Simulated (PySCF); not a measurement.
CaH: input and log

State: ²Π (doublet), unpaired electrons π ↑, a second solution, started from another occupation.

An equivalent input (the run itself took its basis sets from the Basis Set Exchange, started from a PBE0 density and held the occupation σ 6α 6β, πx 3α 2β, πy 2α 2β):

```python
from pyscf import gto, dft
mol = gto.M(atom='Ca 0 0 0; H 0 0 1.986', basis={'Ca': 'def2-SVPD', 'H': 'def2-SVPD'},
            charge=0, spin=1, verbose=4, symmetry='C2v')
mf = dft.UKS(mol, xc='PBE0')
mf.grids.atom_grid = (80, 434)
mf.grids.prune = dft.gen_grid.treutler_prune
mf.irrep_nelec = {'A1': (6, 6), 'B1': (3, 2), 'B2': (2, 2)}
mf.conv_tol = 1e-9
mf.max_cycle = 60
mf.diis_space = 10
mf.kernel()
```

The log (some set-up lines and the per-cycle HOMO/LUMO lines removed):

```
******** <class 'pyscf.dft.uks_symm.SymAdaptedUKS'> ********
method = SymAdaptedUKS
damping factor = 0
level_shift factor = 0
DIIS = <class 'pyscf.scf.diis.CDIIS'>
diis_start_cycle = 1
diis_space = 10
diis_damp = 0
SCF conv_tol = 1e-09
SCF conv_tol_grad = None
SCF max_cycles = 60
number electrons alpha = 11  beta = 10
Set gradient conv threshold to 3.16228e-05
init E= -677.802303323248
cycle= 1 E= -677.804362441302  delta_E= -0.00206  |g|= 0.00235  |ddm|= 0.0408
cycle= 2 E= -677.804378740171  delta_E= -1.63e-05  |g|= 0.0013  |ddm|= 0.0145
cycle= 3 E= -677.804382057935  delta_E= -3.32e-06  |g|= 0.000441  |ddm|= 0.00344
cycle= 4 E= -677.804384002159  delta_E= -1.94e-06  |g|= 0.000309  |ddm|= 0.00441
cycle= 5 E= -677.804384734466  delta_E= -7.32e-07  |g|= 0.000117  |ddm|= 0.00342
cycle= 6 E= -677.804384846116  delta_E= -1.12e-07  |g|= 2.15e-05  |ddm|= 0.00162
cycle= 7 E= -677.80438485199  delta_E= -5.87e-09  |g|= 9.4e-06  |ddm|= 0.00037
cycle= 8 E= -677.804384852504  delta_E= -5.15e-10  |g|= 3.8e-06  |ddm|= 0.000105
Extra cycle  E= -677.804384852571  delta_E= -6.62e-11  |g|= 2.19e-06  |ddm|= 2.21e-05
converged SCF energy = -677.804384852571  <S^2> = 0.75429861  2S+1 = 2.004294
```

Repeating this along the bond gives Re = 1.972 Å and ωe = 1327 cm⁻¹.

A point of this curve took 0.44 CPU seconds beside 0.038 for the integrals, on Arm Neoverse V1 (shared host).

Counting both spins, an empty level lies below a filled one in this solution, because spin and occupation are held.
